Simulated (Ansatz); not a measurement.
The first iterations of a band of CH9AsGeSi (13 atoms, charge 0, multiplicity 1).

These are results of Ansatz, RKS PBE/def2-SVP, not measurements.

```
movable images  : 8
climbing image  : no
spring          : 5.0 eV/Å²
optimiser       : quadratic models (default)
start path      : IDPP
force threshold : 0.05 eV/Å
iteration limit : 42
end points      : relaxed
```

First end point:

```xyz
13
Properties=species:S:1:pos:R:3
Ge -1.567 0.251 1.425
Si 0.263 -1.068 0.608
C 1.339 -0.119 -0.640
As 0.417 0.272 -2.379
H -2.617 0.538 0.318
H -2.289 -0.483 2.588
H -1.062 1.618 1.965
H -0.283 -2.320 -0.030
H 1.108 -1.484 1.787
H 2.218 -0.751 -0.887
H 1.716 0.814 -0.175
H 1.365 1.421 -2.787
H -0.588 1.277 -1.778
```

Last end point:

```xyz
13
Properties=species:S:1:pos:R:3
Ge -1.690 -0.088 1.488
Si 0.364 -0.925 0.572
C 1.279 0.375 -0.470
As 0.150 1.187 -1.917
H -2.738 0.213 0.382
H -2.309 -1.129 2.461
H -1.445 1.224 2.284
H 0.060 -2.132 -0.278
H 1.246 -1.374 1.711
H 2.197 -0.079 -0.894
H 1.590 1.210 0.193
H -0.018 -0.127 -2.708
H 1.336 1.610 -2.810
```

| iteration | highest image above the first end (eV) | largest band force component (eV/Å) |
| --- | --- | --- |
| 1 | 0.156 | 0.700 |
| 2 | 0.092 | 0.334 |

Q: Does the band converge within its limit, and where does its top end?

A: The forces met the threshold. It ended after 7 iterations with the highest image 0.072 eV above the first end. No image climbed, so the highest image needn't sit at the top of the path.

Time of the run: 3.8 min on 2 threads of Arm Neoverse V1, on a shared host, peak memory 0.2 GiB.
